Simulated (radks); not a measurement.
The numbers below are computed, except where a source is named.
All-electron atom: Re III in [Xe] 4f14 5d4 5f1 (not the ground configuration). Code: a radial shooting solver on a logarithmic mesh with Libxc functionals. Model: scalar-relativistic Kohn-Sham, BLYP, spin-polarised, spherical densities, finite nucleus; open shells are filled with parallel spins first (spin-orbit coupling, left out, can overturn this in heavy ions); Fermi nuclear charge, rms radius 5.3698 fm. Some entries of the table are withheld. Estimate them.

orbital,occ.,eigenvalue (eV),<1/r> (bohr^-1)
1s down,1,-71667.65,88.72
1s up,1,-71667.64,88.72
2s up,1,-12446.50,20.76
2s down,1,-12446.28,20.76
2p up,3,-10868.17,18.75
2p down,3,-10867.98,18.75
3s up,1,-2899.602,7.690
3s down,1,-2899.529,7.690
3p up,3,-2434.015,7.086
3p down,3,-2433.932,7.086
3d up,5,-1905.337,6.691
3d down,5,-1905.181,6.691
4s up,1,-623.6701,3.274
4s down,1,-623.4508,3.274
4p up,3,-470.8907,2.972
4p down,3,-470.6858,2.971
4d up,5,-279.0246,2.648
4d down,5,-278.7848,2.648
5s up,1,-109.5644,1.293
5s down,1,-107.7003,1.303
5p up,3,-71.3103,1.094
5p down,3,-68.9522,1.104
4f up,7,-66.1223,2.161
4f down,7,-65.6786,2.169
5d up,4,-28.1400,0.7624
5d down,0,-25.5553,0.7537
6s up,0,-24.6614,(1)
6s down,0,-23.1543,(2)
6p up,0,-16.8995,0.4020
6d up,0,-8.9514,0.2630
5f up,1,-6.4083,0.2343

Answer. 
(1) 6s up <1/r> (bohr^-1): 0.5010
(2) 6s down <1/r> (bohr^-1): 0.4860
